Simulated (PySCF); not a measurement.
Choosing a molecule for a target property.

All species are isolated and taken at one optimised geometry, non-relativistic unless stated. Electronic properties by PySCF.

Dipoles, sizes and rotational constants follow the conformer. The torsions of the flexible species, by atom-mapped SMILES:
- `[SiH3:1][CH2:2][GeH2:3][O:4][SiH3:5]`: Si1–C2–Ge3–O4 36°, C2–Ge3–O4–Si5 74°
- `[CH3:1][Si@@H:2]([GeH3:3])[O:4][SiH3:5]`: C1–Si2–O4–Si5 -96°
- `[SiH3:1][O:2][SiH2:3][CH2:4][GeH3:5]`: Si1–O2–Si3–C4 -26°, O2–Si3–C4–Ge5 62°
- `[CH3:1][SiH2:2][Si@H:3]([OH:4])[GeH3:5]`: C1–Si2–Si3–O4 -46°, H–O4–Si3–Si2 -176°

(1) Wanted: HOMO–LUMO gap between 11.3 eV and 11.7 eV (wB97X-D/def2-SVPD) and vertical ionisation energy above 9.4 eV (ΔSCF wB97X-D/def2-SVPD), at PBE0-D3(BJ)/def2-SVP geometries. Which candidate meets both?
A. `[SiH3]O[SiH2][CH2][GeH3]`
B. `[SiH3][CH2][GeH2][O][SiH3]`
C. `C[SiH2][Si@H](O)[GeH3]`
D. `C[Si@@H]([GeH3])O[SiH3]`

(2) Wanted: lowest triplet excitation (Tamm–Dancoff) below 5.5 eV (TDA wB97X-D/def2-SVPD) and HOMO energy above -9.8 eV (wB97X-D/def2-SVPD), at PBE0-D3(BJ)/def2-SVP geometries. Which candidate meets both?
A. `C[SiH2][Si@H](O)[GeH3]`
B. `C[Si@@H]([GeH3])O[SiH3]`
C. `[SiH3]O[SiH2][CH2][GeH3]`
D. `[SiH3][CH2][GeH2][O][SiH3]`

## Answers

(1) B. Computed values:
```
                   species  HOMO–LUMO gap  vertical ionisation energy
    C[SiH2][Si@H](O)[GeH3]       10.18 eV                     9.29 eV
   C[Si@@H]([GeH3])O[SiH3]       10.87 eV                     9.58 eV
[SiH3][CH2][GeH2][O][SiH3]       11.63 eV                    10.22 eV
  [SiH3]O[SiH2][CH2][GeH3]       11.81 eV                    10.34 eV
```

(2) A. Computed values:
| species | lowest triplet excitation (Tamm–Dancoff) | HOMO energy |
| --- | --- | --- |
| C[SiH2][Si@H](O)[GeH3] | 5.19 eV | -9.21 eV |
| C[Si@@H]([GeH3])O[SiH3] | 5.84 eV | -9.45 eV |
| [SiH3][CH2][GeH2][O][SiH3] | 6.75 eV | -10.10 eV |
| [SiH3]O[SiH2][CH2][GeH3] | 7.13 eV | -10.20 eV |
